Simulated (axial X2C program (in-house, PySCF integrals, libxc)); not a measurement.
**Nuclear properties of NTeO⁺**

Computed with an axial X2C code built on PySCF integrals: two-component X2C with atomic mean-field Coulomb and Gaunt terms, Gaussian nuclei, basis N dyall-av3z, Te dyall-v3z, O dyall-av3z with contracted cores.

N–Te–O held linear, with bonds 1.787 and 1.777 Å (near the PBE0 minimum at charge 1 of the determinant lowest at the starting distance; the state shown can have its own minimum elsewhere, held linear; other orders of the atoms were not compared).

Input and command:
```json
{"zs": [7, 52, 8], "q": 1, "bas": ["dyall-av3z", "dyall-v3z", "dyall-av3z"], "r0": [1.88, 1.85], "symm": 0, "scan": ["PBE0", "HF", "TPSSh"], "levels": ["PBE0", "HF", "LDA"], "nst": 2}
```
```bash
python solin.py task.json out
```

Keys: zs atomic numbers; q charge; bas basis sets; r0 starting distance in Å; symm equal bonds; scan levels of the two-bond scan; levels methods; nst determinants followed.

Determinant lowest in the PBE0 search, Ω = 0 (closed shell), highest spinor 46% N p, 36% O p, 10% Te d:

```json
{"level": "PBE0", "qzz N (a.u.)": "1.09", "qzz Te (a.u.)": "-3.43", "qzz O (a.u.)": "2.39"}
{"level": "HF", "qzz N (a.u.)": "0.74", "qzz Te (a.u.)": "-7.66", "qzz O (a.u.)": "3.23"}
{"level": "LDA", "qzz N (a.u.)": "1.10", "qzz Te (a.u.)": "-1.13", "qzz O (a.u.)": "2.14"}
```

qzz is the electric field gradient, eQq0 = 234.96 MHz × Q/barn × qzz. The operators were transformed with the bare-nucleus X2C matrices; with these basis sets, hyperfine constants and field gradients can be off by tens of per cent, and where levels differ in sign neither size nor sign is settled.

(1) With Q(14N) = 0.02044 barn, Q(17O) = -0.02558 barn (Q from Pyykkö, Mol. Phys. 2018), turn the PBE0 values of the first state into constants in MHz.

The molecule was held linear; bending was not examined, so a bent shape may lie lower.

Each state is one determinant with collinear spin. At HF a later determinant lies lower. The search compared states at one distance, so a state with another bond length can lie lower. Further determinants of the search, some of them spin-mixed, are not shown. Where a field gradient or hyperfine factor spreads by more than a factor of two over the levels, a constant derived from it is not to be relied on.

Results:

(1) eQq0(14N) = 234.96 × (0.02044) × (1.09) = 5.23 MHz; eQq0(17O) = 234.96 × (-0.02558) × (2.39) = -14.4 MHz.
